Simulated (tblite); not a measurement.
Compound: C5H12Si2.
Numbering: `[CH:1]#[C:2][Si@H:3]([SiH3:4])[CH:5]([CH3:6])[CH3:7]` (hydrogens: H8 on C1; H9 on Si3; H10, H11, H12 on Si4; H13 on C5; H14, H15, H16 on C6; H17, H18, H19 on C7)

Computed with GFN2-xTB (tblite), gas phase: Langevin dynamics at 200 K from the optimised GFN2-xTB geometry, time step 0.5 fs, friction 0.01 fs⁻¹, 2000 steps.

Start geometry:
```
atom  x, y, z in Å
C1      0.119    3.257    1.252
C2      0.359    2.089    1.096
Si3     0.731    0.294    0.804
Si4     2.264    0.032   -0.914
C5     -0.961   -0.521    0.396
C6     -0.839   -2.040    0.328
C7     -1.530    0.023   -0.911
H8     -0.095    4.278    1.397
H9      1.163   -0.227    2.119
H10     2.138    1.067   -1.944
H11     2.123   -1.255   -1.607
H12     3.641    0.086   -0.417
H13    -1.671   -0.277    1.194
H14    -0.160   -2.336   -0.470
H15    -0.462   -2.442    1.266
H16    -1.808   -2.496    0.129
H17    -2.503   -0.421   -1.123
H18    -0.867   -0.206   -1.745
H19    -1.652    1.103   -0.858
```

The statistics below take the 31 frames saved every 25 fs from 250 to 1000 fs; their kinetic temperature (all 3N coordinates) averages 198 K.

**Question.** Give the mean, spread and extremes of the bond lengths.

**Answer.** 
```json
{"bond": "C1≡C2", "start (Å)": "1.203", "mean (Å)": "1.205", "standard deviation (Å)": "0.014", "shortest (Å)": "1.169", "longest (Å)": "1.231"}
{"bond": "C2–Si3", "start (Å)": "1.857", "mean (Å)": "1.861", "standard deviation (Å)": "0.024", "shortest (Å)": "1.812", "longest (Å)": "1.913"}
{"bond": "Si3–Si4", "start (Å)": "2.318", "mean (Å)": "2.328", "standard deviation (Å)": "0.027", "shortest (Å)": "2.277", "longest (Å)": "2.378"}
{"bond": "Si3–C5", "start (Å)": "1.922", "mean (Å)": "1.928", "standard deviation (Å)": "0.033", "shortest (Å)": "1.861", "longest (Å)": "2.005"}
{"bond": "C5–C6", "start (Å)": "1.525", "mean (Å)": "1.524", "standard deviation (Å)": "0.027", "shortest (Å)": "1.459", "longest (Å)": "1.593"}
{"bond": "C5–C7", "start (Å)": "1.526", "mean (Å)": "1.538", "standard deviation (Å)": "0.026", "shortest (Å)": "1.477", "longest (Å)": "1.593"}
{"bond": "C1–H8", "start (Å)": "1.053", "mean (Å)": "1.059", "standard deviation (Å)": "0.016", "shortest (Å)": "1.030", "longest (Å)": "1.091"}
{"bond": "Si3–H9", "start (Å)": "1.478", "mean (Å)": "1.486", "standard deviation (Å)": "0.034", "shortest (Å)": "1.422", "longest (Å)": "1.544"}
{"bond": "Si4–H10", "start (Å)": "1.465", "mean (Å)": "1.472", "standard deviation (Å)": "0.034", "shortest (Å)": "1.409", "longest (Å)": "1.545"}
{"bond": "Si4–H11", "start (Å)": "1.469", "mean (Å)": "1.469", "standard deviation (Å)": "0.023", "shortest (Å)": "1.420", "longest (Å)": "1.515"}
{"bond": "Si4–H12", "start (Å)": "1.465", "mean (Å)": "1.469", "standard deviation (Å)": "0.037", "shortest (Å)": "1.410", "longest (Å)": "1.554"}
{"bond": "C5–H13", "start (Å)": "1.096", "mean (Å)": "1.096", "standard deviation (Å)": "0.016", "shortest (Å)": "1.063", "longest (Å)": "1.125"}
{"bond": "C6–H14", "start (Å)": "1.089", "mean (Å)": "1.090", "standard deviation (Å)": "0.016", "shortest (Å)": "1.060", "longest (Å)": "1.118"}
{"bond": "C6–H15", "start (Å)": "1.088", "mean (Å)": "1.092", "standard deviation (Å)": "0.025", "shortest (Å)": "1.041", "longest (Å)": "1.147"}
{"bond": "C6–H16", "start (Å)": "1.090", "mean (Å)": "1.094", "standard deviation (Å)": "0.020", "shortest (Å)": "1.052", "longest (Å)": "1.140"}
{"bond": "C7–H17", "start (Å)": "1.090", "mean (Å)": "1.094", "standard deviation (Å)": "0.019", "shortest (Å)": "1.051", "longest (Å)": "1.139"}
{"bond": "C7–H18", "start (Å)": "1.090", "mean (Å)": "1.095", "standard deviation (Å)": "0.025", "shortest (Å)": "1.062", "longest (Å)": "1.169"}
{"bond": "C7–H19", "start (Å)": "1.088", "mean (Å)": "1.091", "standard deviation (Å)": "0.016", "shortest (Å)": "1.065", "longest (Å)": "1.133"}
```

**Question.** Give the same statistics for bond angles, one of each kind among heavy atoms.

**Answer.** 
| angle | start (°) | mean (°) | standard deviation (°) | smallest (°) | largest (°) |
| --- | --- | --- | --- | --- | --- |
| C1–C2–Si3 | 178.4 | 171.2 | 4.6 | 155.4 | 178.6 |
| C2–Si3–Si4 | 111.0 | 110.2 | 4.0 | 101.3 | 119.2 |
| C2–Si3–C5 | 105.5 | 107.2 | 5.1 | 97.6 | 121.2 |
| Si4–Si3–C5 | 112.2 | 112.7 | 4.8 | 102.7 | 123.9 |
| Si3–C5–C6 | 111.2 | 111.3 | 2.5 | 105.0 | 116.6 |
| Si3–C5–C7 | 111.1 | 110.9 | 3.6 | 104.2 | 119.0 |
| C6–C5–C7 | 110.3 | 110.3 | 2.3 | 106.0 | 114.2 |

**Question.** Follow the torsion C2–Si3–C5–C6 through every second one of these frames.

**Answer.** 
| t (fs) | C2–Si3–C5–C6 (°) |
| --- | --- |
| 250 | -164 |
| 300 | -171 |
| 350 | 178 |
| 400 | -173 |
| 450 | -177 |
| 500 | -172 |
| 550 | -162 |
| 600 | -161 |
| 650 | -163 |
| 700 | -168 |
| 750 | -162 |
| 800 | -171 |
| 850 | -176 |
| 900 | 174 |
| 950 | 162 |
| 1000 | 178 |

Largest departure from the start value over all these frames: C2–Si3–C5–C6 26° (start -172°).

**Question.** How widely does the potential energy scatter, against a harmonic estimate?

**Answer.** Mean 0.37 eV above the start, standard deviation 0.067 eV, range 0.25 to 0.50 eV. For 51 classical harmonic modes at 200 K the canonical values are 51kT/2 = 0.44 eV and kT·√(51/2) = 0.087 eV.

The run is classical and short, so these are rough statistics of one trajectory.

The cost below is that of the whole dynamics run. Time: 16 s wall; peak memory 0.18 GiB. Hardware: one thread, Arm Neoverse V1 (aarch64), on a shared host.
